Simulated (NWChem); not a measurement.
System: hexafluorodisilane (Si₂F₆); SMILES F[Si](F)(F)[Si](F)(F)F

The following NWChem deck was run.

```
start job
memory heap 200 mb stack 900 mb global 1100 mb
geometry units angstroms noautosym nocenter noautoz
  F      0.388607    -1.446788     1.719495
  Si     0.000000     0.000000     1.157955
  F      1.058652     1.059938     1.719495
  F     -1.447259     0.386850     1.719495
  Si     0.000000     0.000000    -1.157958
  F      1.449579    -0.378071    -1.719494
  F     -1.052208    -1.066337    -1.719494
  F     -0.397371     1.444407    -1.719494
end
basis spherical
  * library pcsseg-1
end
dft
  xc bhlyp
  iterations 150
end
property
  shielding 2 1 2
end
task dft property
```

Coordinates come from a PBE0/def2-SVP optimisation.

GIAO values for the isolated, static molecule; σ is the absolute isotropic shielding, δ = σ(reference) − σ with the isolated reference molecule computed at the same levels (19F: trichlorofluoromethane, 29Si: tetramethylsilane).

Atoms are numbered as in the input.

**Question.** Predict the main results of this run. (BHandHLYP/pcSseg-1, GIAO.) Quantities: δ F1 (ppm); δ Si2 (ppm).

**Answer.** 
```yaml
"δ F1 (ppm)": -113.4
"δ Si2 (ppm)": -69.1
```
